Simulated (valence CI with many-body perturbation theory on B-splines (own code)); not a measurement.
Values are calculated unless marked as measured or tabulated.
## Rh29+: input, log and results

Method: configuration interaction combined with many-body perturbation theory (CI+MBPT): six valence electrons over a frozen Dirac-Fock core [Ne], radial functions for each j: 9 s, 9 p, 8 d, 6 f, 3 g, 1 h, with the one-electron correlation potential Σ1 (screened to all orders), the two-electron term Σ2, the three-electron term Σ3, Breit, model QED; selected single and double excitations, second order for the rest, scaled by the run's own slope (own B-spline code, finite nucleus).

Command, and the settings that its task file holds:

```sh
python run_cv.py task.json out
```

```
atom Rh  Z=45  mass_number=103  rms_radius_fm=4.4945
core [Ne]
valence 3s2 3p4
avg = 1
basis = M
breit = 1
cap = 60000
capref = 1200
cscale = 1
de = 0.0
dress = 0
eps = 2e-08
extrap = 1
h = 0.27
hh = 1
l2 = 3
lcore = 6
maxit = 60
n2 = 5
natural = 1
nlev = 35
nno = [5, 5, 5, 4, 2, 1]
nroot = 26
nsp = [4, 4, 3, 2, 1, 0]
pt2 = 1
qed = 1
rpa = 1
s1 = 1
s2 = 1
s3 = 1
screen = 1
tol = 2e-05
whole = 1
```

Roughly how long does this run take on one core of Intel(R) Xeon(R) Processor @ 2.30GHz, and how much memory?

11 min on 1 thread of Intel(R) Xeon(R) Processor @ 2.30GHz, with other jobs on the host, peak memory 1.7 GiB.

Log. The first blocks belong to the next ion, which gives the ionisation energy. Fields: 2J, parity (1 odd), roots, reference size, generating configurations, candidates as configurations/state functions, variational space P, stored matrix elements, Davidson steps; e2 is the range of second-order energies in hartree. The first line gives the box (bohr), its intervals, the orbitals and the steps of their self-consistent field. Window is the range of levels sought, series limit the energy at which the first omitted orbital would enter, core excitation an estimate of the first excitation out of the core, left out the lowest levels not solved, and shifts from estimates the range by which levels moved from their first estimate, all in cm⁻¹.

```
rmax 3.8 intervals 58 orbitals 63 references ['3s2 3p4', '3s 3p5', '3s2 3p3 3d', '3p6', '3s 3p4 3d'] scf 5 t 1.7
2J=3 par=1 roots 2 ref 34 generators 12 cand 1601/5923 P 1617/5957 nnz 4.4e+06 it 6
2J=3 par=1 roots 2 ref 34 generators 23 cand 4490/23878 P 6107/29835 nnz 6.5e+07 it 6
   second order: generators 28 cand 41152/490948 e2 -0.00032 -0.00031
reference levels 619, estimated 71, window 1469440 1/cm; series limit 10667478, core excitation 22134099
2J=4 par=0 roots 3 ref 47 generators 19 cand 1652/9393 P 2120/11880 nnz 1.3e+07 it 7
2J=4 par=0 roots 3 ref 47 generators 29 cand 4467/41191 P 6587/53071 nnz 1.7e+08 it 9
   second order: generators 40 cand 66197/1866920 e2 -0.01106 -0.00091
2J=0 par=0 roots 3 ref 19 generators 17 cand 3658/9459 P 4841/11963 nnz 8.6e+06 it 6
2J=0 par=0 roots 3 ref 19 generators 29 cand 11301/48452 P 16142/60415 nnz 1.3e+08 it 10
   second order: generators 40 cand 58208/484858 e2 -0.00106 -0.00010
2J=2 par=0 roots 2 ref 32 generators 15 cand 1759/9103 P 2253/11587 nnz 1.2e+07 it 8
2J=2 par=0 roots 2 ref 32 generators 26 cand 5658/44163 P 7911/55750 nnz 1.6e+08 it 10
   second order: generators 33 cand 59582/1219327 e2 -0.00685 -0.00076
2J=4 par=1 roots 10 ref 106 generators 25 cand 1475/9396 P 1901/11994 nnz 1.2e+07 it 10
2J=4 par=1 roots 10 ref 106 generators 34 cand 4578/44560 P 6479/56554 nnz 1.8e+08 it 9
   second order: generators 55 cand 90482/3193934 e2 -0.00682 -0.00520
2J=2 par=1 roots 10 ref 84 generators 24 cand 1824/9427 P 2391/11992 nnz 1.1e+07 it 10
2J=2 par=1 roots 10 ref 84 generators 30 cand 6286/47788 P 8677/59780 nnz 1.8e+08 it 9
   second order: generators 52 cand 71410/1619194 e2 -0.00380 -0.00253
2J=0 par=1 roots 5 ref 32 generators 16 cand 3453/9313 P 4683/11841 nnz 8.1e+06 it 8
2J=0 par=1 roots 5 ref 32 generators 25 cand 11765/48159 P 16448/60000 nnz 1.4e+08 it 9
   second order: generators 43 cand 61954/538275 e2 -0.00043 -0.00018
2J=6 par=1 roots 8 ref 98 generators 22 cand 1436/9650 P 1845/11989 nnz 1.3e+07 it 8
2J=6 par=1 roots 8 ref 98 generators 32 cand 3704/42057 P 5549/54046 nnz 1.8e+08 it 9
   second order: generators 54 cand 89984/3617909 e2 -0.00696 -0.00621
2J=8 par=1 roots 5 ref 69 generators 14 cand 1642/9543 P 2074/11988 nnz 1.3e+07 it 6
2J=8 par=1 roots 5 ref 69 generators 26 cand 3874/41806 P 5948/53794 nnz 1.9e+08 it 8
   second order: generators 42 cand 77941/3143274 e2 -0.00565 -0.00512
2J=10 par=1 roots 1 ref 38 generators 6 cand 1814/9592 P 2573/12393 nnz 1.3e+07 it 5
2J=10 par=1 roots 1 ref 38 generators 13 cand 4124/44180 P 6697/56573 nnz 2.1e+08 it 6
   second order: generators 21 cand 51676/1750709 e2 -0.00316 -0.00316
left out: unestimated 2110665, estimated 1699218, shifts from estimates -73 to 297
operators 0.7
```

The Davidson iterations converged.

No measured spectrum was set against this ion. As an estimate, large intervals hold to a few tenths of a per cent, small ones and those within an open d or f shell to about a per cent. Among the levels kept, up to 1500 cm⁻¹ of a level comes from second order outside the variational space, and about a tenth of that is noise between levels of different J, which matters for small intervals.

```
Valence energy                            : -418.5825 hartree
Ionisation energy                         : 1680.7 eV (NIST: 1677.6 ± 2.2 eV (semi-empirical))
Reference configurations for the orbitals : 3s2 3p4, 3s 3p5, 3s2 3p3 3d, 3p6, 3s 3p4 3d
Radial orbitals                           : 63
Box radius                                : 3.82 bohr
Largest variational space                 : 60415
Lowest levels                             : (3s^2 3p1/2^2 3p3/2^2) J=2 0.00, (3s^2 3p1/2^2 3p3/2^2) J=0 9.43, (3s^2 3p1/2 3p3/2^3) J=1 30.82, (3s^2 3p1/2 3p3/2^3) J=2 36.52, (3s^2 3p3/2^4) J=0 71.68, (3s 3p1/2^2 3p3/2^3) J=2 111.33, (3s^2 3p1/2^2 3p3/2 3d3/2) J=1 [a] 117.34, (3s^2 3p1/2^2 3p3/2 3d3/2) J=2 121.41, (3s^2 3p1/2^2 3p3/2 3d3/2) J=0 123.19, (3s^2 3p1/2^2 3p3/2 3d3/2) J=3 123.30, (3s^2 3p1/2^2 3p3/2 3d5/2) J=4 129.38, (3s^2 3p1/2^2 3p3/2 3d3/2) J=1 [b] 130.86, (3s^2 3p1/2^2 3p3/2 3d5/2) J=2 135.01, (3s^2 3p1/2^2 3p3/2 3d5/2) J=3 141.26 eV
```

Levels are named by their leading jj configuration (3d3/2^4 stands for four electrons in 3d with j = 3/2), which in mixed levels can hold well under half, so a name can repeat and another be missing. Letters in brackets count levels of one name in rising energy.
